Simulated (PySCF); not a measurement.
C4H12O4Si (SMILES CO[Si](OC)(OC)OC), singlet, geometry from GFN2-xTB. Base run: HF/3-21G in PySCF.

The PySCF input:
```python
from pyscf import gto, scf

mol = gto.Mole()
mol.atom = '''
    C     0.01132832   -2.16832170   -1.64339231
    O    -0.15947850   -0.79330200   -1.40874417
    Si    0.00000000    0.00000000   -0.00000000
    O    -0.54059093    1.50681021   -0.27677793
    C    -1.72004917    1.88715583   -0.93944629
    O    -0.80554751   -0.88398526    1.09953848
    C    -0.82335663   -0.71038489    2.49397731
    O     1.50561694    0.17047705    0.58598362
    C     2.53207748    0.99155076    0.08886129
    H    -0.59501310   -2.75220609   -0.95040072
    H     1.05893449   -2.45127740   -1.52070063
    H    -0.30351537   -2.36603749   -2.66859220
    H    -1.69349030    2.97103348   -1.05673554
    H    -2.59743634    1.60321196   -0.35449886
    H    -1.77920041    1.40987983   -1.91797425
    H     0.19287810   -0.67592774    2.88753531
    H    -1.33613017    0.21675195    2.75869686
    H    -1.35788789   -1.55923627    2.92173956
    H     2.87463202    0.63131349   -0.88349737
    H     2.18133540    2.01825400   -0.01916034
    H     3.35489356    0.95424029    0.80358818
'''
mol.basis = '3-21g'
mol.verbose = 4
mol.build()

mf = scf.RHF(mol)
mf.kernel()
mf.analyze()
```

The base run was repeated with changes; each row names its change, and settings that it needs were set with it.

```csv
change,ΔE vs base (mEh),fitting functions
base,0.000,-
auxbasis = even-tempered beta=1.6,1.958,896
auxbasis = autoaux,2.010,800
auxbasis = cc-pvdz-jkfit,0.482,948
auxbasis = def2-universal-jfit,[?],[?]
auxbasis = def2-svp-ri,[?],[?]
auxbasis = even-tempered beta=2.0,1.924,624
auxbasis = cc-pvqz-jkfit,0.140,1608
auxbasis = cc-pvtz-ri,[?],[?]
auxbasis = def2-tzvp-ri,-1.189,901
```

Q: Some entries are withheld; supply them.

A: 
- auxbasis = def2-universal-jfit, ΔE vs base (mEh): 1477.3
- auxbasis = def2-universal-jfit, fitting functions: 575
- auxbasis = def2-svp-ri, ΔE vs base (mEh): 210.8
- auxbasis = def2-svp-ri, fitting functions: 614
- auxbasis = cc-pvtz-ri, ΔE vs base (mEh): 5.751
- auxbasis = cc-pvtz-ri, fitting functions: 1130

A fitting set is made for a task (jfit for Coulomb, jkfit for Coulomb and exchange, ri for correlation) and for a family of orbital bases.
